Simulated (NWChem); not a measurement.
Program: NWChem. System: C$_{2}$H$_{4}$NO, charge 0, spin multiplicity 2, at a geometry optimised with UPBE/def2-SVP. The structure started from a generated list of species. Its SCF solution wasn't tested for a lower state. Level: UPBE/def2-TZVP.

The NWChem input:

```
start mol
memory heap 200 mb stack 900 mb global 1100 mb
geometry units angstroms nocenter noautoz noautosym
  C     -1.442455    -0.329443     0.101372
  N     -0.251234    -0.468472    -0.671168
  C      0.949012    -0.061853    -0.174414
  O      1.033541     0.889460     0.615782
  H     -2.124341     0.415041    -0.370648
  H     -2.001588    -1.293402     0.046012
  H     -1.268851    -0.053674     1.164727
  H      1.845742    -0.556567    -0.629923
end
basis spherical
  * library def2-tzvp
end
dft
  xc xpbe96 cpbe96
  odft
  mult 2
  semidirect memsize 60000000 filesize 0
  iterations 100
end
task dft energy
```

Part of the output:

```
             Northwest Computational Chemistry Package (NWChem) 7.3.0
             --------------------------------------------------------

                                NWChem Input Module
                                -------------------

 Scaling coordinates for geometry "geometry" by  1.889725989
 (inverse scale =  0.529177249)

                             Geometry "geometry" -> ""
                             -------------------------

 Output coordinates in angstroms (scale by  1.889725989 to convert to a.u.)

  No.       Tag          Charge          X              Y              Z
 ---- ---------------- ---------- -------------- -------------- --------------
    1 C                    6.0000    -1.44245500    -0.32944300     0.10137200
    2 N                    7.0000    -0.25123400    -0.46847200    -0.67116800
    3 C                    6.0000     0.94901200    -0.06185300    -0.17441400
    4 O                    8.0000     1.03354100     0.88946000     0.61578200
    5 H                    1.0000    -2.12434100     0.41504100    -0.37064800
    6 H                    1.0000    -2.00158800    -1.29340200     0.04601200
    7 H                    1.0000    -1.26885100    -0.05367400     1.16472700
    8 H                    1.0000     1.84574200    -0.55656700    -0.62992300

 Effective nuclear repulsion energy (a.u.)     112.3660944554

            Nuclear Dipole moment (a.u.)
            ----------------------------
        X                 Y               Z
 ---------------- ---------------- ----------------
    -0.0000113384    -0.0000037795    -0.0000075589


 Summary of "ao basis" -> "" (spherical)
 ------------------------------------------------------------------------------
       Tag                 Description            Shells   Functions and Types
 ---------------- ------------------------------  ------  ---------------------
 *                         def2-tzvp                  on all atoms

  pbe96 is a nonlocal functional; adding pw91lda local functional.

                                 NWChem DFT Module
                                 -----------------

 Summary of "ao basis" -> "ao basis" (spherical)
 ------------------------------------------------------------------------------
       Tag                 Description            Shells   Functions and Types
 ---------------- ------------------------------  ------  ---------------------
 C                         def2-tzvp                11       31   5s3p2d1f
 N                         def2-tzvp                11       31   5s3p2d1f
 O                         def2-tzvp                11       31   5s3p2d1f
 H                         def2-tzvp                 4        6   3s1p

 Summary of "ao basis" -> "ao basis" (spherical)
 ------------------------------------------------------------------------------
       Tag                 Description            Shells   Functions and Types
 ---------------- ------------------------------  ------  ---------------------
 C                         def2-tzvp                11       31   5s3p2d1f
 N                         def2-tzvp                11       31   5s3p2d1f
 O                         def2-tzvp                11       31   5s3p2d1f
 H                         def2-tzvp                 4        6   3s1p

            General Information
            -------------------
          SCF calculation type: DFT
          Wavefunction type:  spin polarized.
          No. of atoms     :     8
          No. of electrons :    31
           Alpha electrons :    16
            Beta electrons :    15
          Charge           :     0
          Spin multiplicity:     2
          Use of symmetry is: off; symmetry adaption is: off
          Maximum number of iterations: 100
          AO basis - number of functions:   148
                     number of shells:    60
          Convergence on energy requested:  1.00D-06
          Convergence on density requested:  1.00D-05
          Convergence on gradient requested:  5.00D-04

              XC Information
              --------------
          PerdewBurkeErnzerhof Exchange Functional  1.000
            Perdew 1991 LDA Correlation Functional  1.000 local
           PerdewBurkeErnz. Correlation Functional  1.000 non-local

             Grid Information
             ----------------
          Grid used for XC integration:  medium
          Radial quadrature: Mura-Knowles
          Angular quadrature: Lebedev.
          Tag              B.-S. Rad. Rad. Pts. Rad. Cut. Ang. Pts.
          ---              ---------- --------- --------- ---------
          C                   0.70       49          10.0       434
          N                   0.65       49           8.0       434
          O                   0.60       49          11.0       434
          H                   0.35       45          11.0       434
          Grid pruning is: on
          Number of quadrature shells:   376
          Spatial weights used:  Erf1

          Convergence Information
          -----------------------
          Convergence aids based upon iterative change in
          total energy or number of iterations.
          Levelshifting, if invoked, occurs when the
          HOMO/LUMO gap drops below (HL_TOL):  1.00D-02
          DIIS, if invoked, will attempt to extrapolate
          using up to (NFOCK): 10 stored Fock matrices.

                    Damping( 0%)  Levelshifting(0.5)       DIIS
                  --------------- ------------------- ---------------
          dE  on:    start            ASAP                start
          dE off:    2 iters        100 iters           100 iters
[...]
    67     -0.840209  3 C  s                 98      0.460580  4 O  s
    43      0.416606  2 N  px                12     -0.413615  1 C  px
    74      0.412033  3 C  px                 3      0.252334  1 C  s

 Vector   19  Occ=0.000000D+00  E= 5.412571D-02
              MO Center=  1.6D+00, -7.0D-01, -5.8D-01, r^2= 4.6D+00
   Bfn.  Coefficient  Atom+Function         Bfn.  Coefficient  Atom+Function
  ----- ------------  ---------------      ----- ------------  ---------------
   145      2.620975  8 H  s                 67     -1.746607  3 C  s
   139     -0.863971  7 H  s                 74     -0.828025  3 C  px
    36      0.528894  2 N  s                 14      0.469344  1 C  pz
    66     -0.454004  3 C  s                 76      0.432609  3 C  pz
    75      0.429717  3 C  py               133      0.331737  6 H  s

                     DFT Final Beta Molecular Orbital Analysis
                     -----------------------------------------

 Vector   13  Occ=1.000000D+00  E=-3.478265D-01
              MO Center=  1.7D-01,  2.9D-01,  2.2D-01, r^2= 2.7D+00
   Bfn.  Coefficient  Atom+Function         Bfn.  Coefficient  Atom+Function
  ----- ------------  ---------------      ----- ------------  ---------------
   101      0.228876  4 O  pz               104      0.185405  4 O  pz
   100     -0.176411  4 O  py                70      0.170185  3 C  pz
    69     -0.166587  3 C  py               103     -0.146199  4 O  py
    73      0.141445  3 C  pz                72     -0.140273  3 C  py
   126      0.139251  5 H  s                  8     -0.135680  1 C  pz

 Vector   14  Occ=1.000000D+00  E=-2.585647D-01
              MO Center=  1.9D-01, -7.9D-03, -1.8D-01, r^2= 2.6D+00
   Bfn.  Coefficient  Atom+Function         Bfn.  Coefficient  Atom+Function
  ----- ------------  ---------------      ----- ------------  ---------------
    39      0.256865  2 N  pz                99     -0.230634  4 O  px
    36     -0.228104  2 N  s                 42      0.206527  2 N  pz
    35     -0.191959  2 N  s                102     -0.187961  4 O  px
   100      0.170771  4 O  py                45      0.161001  2 N  pz
   103      0.135820  4 O  py                 8     -0.133925  1 C  pz

 Vector   15  Occ=1.000000D+00  E=-2.290418D-01
              MO Center=  5.2D-01,  3.3D-01,  5.9D-02, r^2= 2.3D+00
   Bfn.  Coefficient  Atom+Function         Bfn.  Coefficient  Atom+Function
  ----- ------------  ---------------      ----- ------------  ---------------
    99      0.346516  4 O  px               102      0.282526  4 O  px
    39      0.240392  2 N  pz               105      0.208981  4 O  px
    42      0.205870  2 N  pz                45      0.179368  2 N  pz
   145     -0.136542  8 H  s                139     -0.114502  7 H  s
   101     -0.109916  4 O  pz                37      0.109101  2 N  px

 Vector   16  Occ=0.000000D+00  E=-1.929988D-01
              MO Center= -2.4D-02, -2.0D-01, -2.4D-01, r^2= 2.4D+00
   Bfn.  Coefficient  Atom+Function         Bfn.  Coefficient  Atom+Function
  ----- ------------  ---------------      ----- ------------  ---------------
    38      0.355959  2 N  py                41      0.303218  2 N  py
    44      0.277480  2 N  py               101      0.202834  4 O  pz
   104      0.166261  4 O  pz                99      0.149974  4 O  px
   107      0.148869  4 O  pz               102      0.124744  4 O  px
   132      0.121540  6 H  s                127     -0.100158  5 H  s

 Vector   17  Occ=0.000000D+00  E=-3.783837D-02
              MO Center=  5.9D-01, -5.7D-02, -8.1D-02, r^2= 2.3D+00
   Bfn.  Coefficient  Atom+Function         Bfn.  Coefficient  Atom+Function
  ----- ------------  ---------------      ----- ------------  ---------------
    76      0.374584  3 C  pz                73      0.304228  3 C  pz
    67      0.302221  3 C  s                 70      0.280038  3 C  pz
   133      0.272745  6 H  s                 75     -0.271371  3 C  py
   106      0.250429  4 O  py                44      0.234425  2 N  py
    69     -0.232950  3 C  py                72     -0.223810  3 C  py

 Vector   18  Occ=0.000000D+00  E= 2.822653D-02
              MO Center= -1.9D+00, -2.8D-01,  8.7D-02, r^2= 5.3D+00
   Bfn.  Coefficient  Atom+Function         Bfn.  Coefficient  Atom+Function
  ----- ------------  ---------------      ----- ------------  ---------------
     5      3.908797  1 C  s                127     -1.973123  5 H  s
   133     -1.697298  6 H  s                139     -1.217389  7 H  s
    67     -0.854203  3 C  s                 98      0.477586  4 O  s
    74      0.407715  3 C  px                12     -0.405334  1 C  px
    43      0.400696  2 N  px                 3      0.254501  1 C  s

   alpha - beta orbital overlaps
   -----------------------------

   alpha      1      2      3      4      5      6      7      8      9     10
    beta      1      2      3      4      5      6      7      8      9     11
 overlap   1.000  1.000  1.000  1.000  1.000  0.999  0.999  0.998  0.972  0.718

   alpha     11     12     13     14     15     16     17     18     19     20
    beta     10     12     13     14     16     15     17     18     19     20
 overlap   0.744  0.993  0.988  0.966  0.946  0.983  0.994  0.999  0.997  0.990

   alpha     21     22     23     24     25     26     27     28     29     30
    beta     21     22     23     24     25     26     27     28     29     30
 overlap   0.990  0.992  0.998  0.999  0.999  0.999  0.999  0.997  0.995  0.991

   alpha     31     32     33     34     35     36     37     38     39     40
    beta     31     32     33     35     34     36     37     38     39     40
 overlap   0.788  0.773  0.942  0.912  0.991  0.981  0.989  0.984  0.988  0.986

   alpha     41     42     43     44     45     46     47     48     49     50
    beta     41     42     43     44     45     46     47     48     49     50
 overlap   0.993  0.985  0.998  0.999  0.999  0.999  0.999  0.998  0.999  0.999

   alpha     51     52     53     54     55     56     57     58     59     60
    beta     51     52     53     54     55     56     57     58     59     60
 overlap   0.999  0.999  0.999  1.000  0.989  0.990  0.992  0.986  0.941  0.938

   alpha     61     62     63     64     65     66     67     68     69     70
    beta     61     62     63     64     65     66     67     68     69     70
 overlap   0.976  0.933  0.898  0.917  0.989  0.994  0.996  0.997  0.997  0.998

   alpha     71     72     73     74     75     76     77     78     79     80
    beta     71     72     73     74     75     76     77     78     79     80
 overlap   0.983  0.985  0.992  0.997  0.985  0.985  0.947  0.946  0.989  0.989

   alpha     81     82     83     84     85     86     87     88     89     90
    beta     81     82     83     84     85     86     87     88     89     90
 overlap   0.995  0.997  0.999  0.998  0.996  0.996  0.981  0.985  0.986  0.986

   alpha     91     92     93     94     95     96     97     98     99    100
    beta     91     92     93     94     95     96     97     98     99    100
 overlap   0.998  0.999  0.999  0.955  0.953  0.994  0.997  0.998  0.999  0.999

   alpha    101    102    103    104    105    106    107    108    109    110
    beta    101    102    103    104    105    106    107    108    109    110
 overlap   0.998  0.992  0.991  0.999  0.993  0.992  0.999  0.999  0.999  0.998

   alpha    111    112    113    114    115    116    117    118    119    120
    beta    111    112    112    114    115    116    117    118    119    120
 overlap   0.998  0.680  0.724  0.952  0.997  0.996  0.989  0.990  0.994  0.993

   alpha    121    122    123    124    125    126    127    128    129    130
    beta    121    122    123    124    125    126    127    128    129    130
 overlap   0.994  0.997  0.989  0.990  0.995  0.989  0.985  0.971  0.983  0.996

   alpha    131    132    133    134    135    136    137    138    139    140
    beta    131    132    133    134    135    136    137    138    139    140
 overlap   0.998  0.996  0.998  0.999  0.999  0.999  1.000  0.998  0.997  0.996

   alpha    141    142    143    144    145    146    147    148
    beta    141    142    143    144    145    146    147    148
 overlap   0.997  0.998  0.998  0.999  1.000  1.000  1.000  1.000

     --------------------------
     Expectation value of S2:
     --------------------------
      <S2> =      0.7565 (Exact =     0.7500)

 center of mass
 --------------
 x =   0.11447338 y =   0.04790266 z =  -0.00696000

 moments of inertia (a.u.)
 ------------------
         121.349571284594         -78.616806782792         -24.470577554706
         -78.616806782792         292.621898554913         -46.327262168932
         -24.470577554706         -46.327262168932         308.494691638985

------------------------------------------------------------
EAF file 0: "./mol.aoints.0" size=524288 bytes
------------------------------------------------------------
               write      read    awrite     aread      wait
               -----      ----    ------     -----      ----
     calls:        1        14         0         0         0
   data(b): 5.24e+05  7.34e+06  0.00e+00  0.00e+00
   time(s): 0.00e+00  0.00e+00  0.00e+00  0.00e+00  0.00e+00
rate(mb/s): 0.00e+00  0.00e+00
------------------------------------------------------------

     Multipole analysis of the density
     ---------------------------------

     L   x y z        total         alpha         beta         nuclear
     -   - - -        -----         -----         ----         -------
     0   0 0 0     -0.000000    -16.000000    -15.000000     31.000000

     1   1 0 0     -0.539477     -0.165069     -0.374397     -0.000011
     1   0 1 0     -0.618304     -0.092980     -0.525321     -0.000004
     1   0 0 1     -0.069244      0.221507     -0.290743     -0.000008

     2   2 0 0    -15.403676    -81.433874    -78.280841    144.311039
     2   1 1 0     -1.231592    -21.723225    -20.308702     40.800335
     2   1 0 1     -1.410098     -5.654119     -4.526875      8.770896
     2   0 2 0    -18.676917    -29.959916    -26.917823     38.200822
     2   0 1 1     -1.403801    -13.079124    -11.614282     23.289605
     2   0 0 2    -19.420713    -25.564571    -23.581086     29.724944

 Task  times  cpu:       25.6s     wall:       25.6s

 Total times  cpu:       25.7s     wall:       25.7s
```
